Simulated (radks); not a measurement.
Results of a calculation; reference values are marked as such.
In4+, 45 electrons, occupied as [Ar] 3d10 4s1.5 4p6 4d9 5s0.5 (fractional occupations, a model configuration).

Code: a radial shooting solver on a logarithmic mesh with Libxc functionals. Model: scalar-relativistic Kohn-Sham, AM05, spin-polarised, spherical densities, finite nucleus; open shells are filled with parallel spins first (spin-orbit coupling, left out, can overturn this in heavy ions); Fermi nuclear charge, rms radius 4.6156 fm.

Energy parts (eV):
total: -159738.280
kinetic: 166455.971
electron-nucleus: -384000.709
Hartree: 61963.602
exchange-correlation: -4157.144

Orbitals (lengths in bohr, moments of r in powers of bohr):
orbital  occ.  eigenvalue (eV)     <r^2>
1s up       1        -27777.50  0.001196
1s down     1        -27777.27  0.001196
2s up       1        -4206.854   0.01950
2s down     1        -4206.443   0.01950
2p up       3        -3783.150   0.01538
2p down     3        -3782.794   0.01537
3s up       1        -842.0520    0.1393
3s down     1        -841.6737    0.1392
3p up       3        -703.3109    0.1401
3p down     3        -702.9063    0.1400
3d up       5        -487.5820    0.1250
3d down     5        -487.1100    0.1249
4s up       1        -172.4135    0.7980
4s down   0.5        -170.8421    0.7988
4p up       3        -130.4317    0.9372
4p down     3        -128.8987    0.9386
4d up       5         -69.0558     1.391
4d down     4         -67.6023     1.396
5s up     0.5         -47.0031     4.643
5s down     0         -45.8354     4.722

The highest occupied level is 5s up at -47.003 eV. Spin moment in Bohr magnetons: 2. The spin density at the nucleus is 202.2 e/bohr^3 (1s 0.7, 2s -0.3, 3s -0.2, 4s 173.1, 5s 28.9). Summed over all electrons, <r^2> = 24.19 bohr^2, which gives a Langevin (diamagnetic) susceptibility term of -19.2 x 10^-6 cm^3/mol. The electron density at the nucleus is 1.788e+05 e/bohr^3 (large components only).
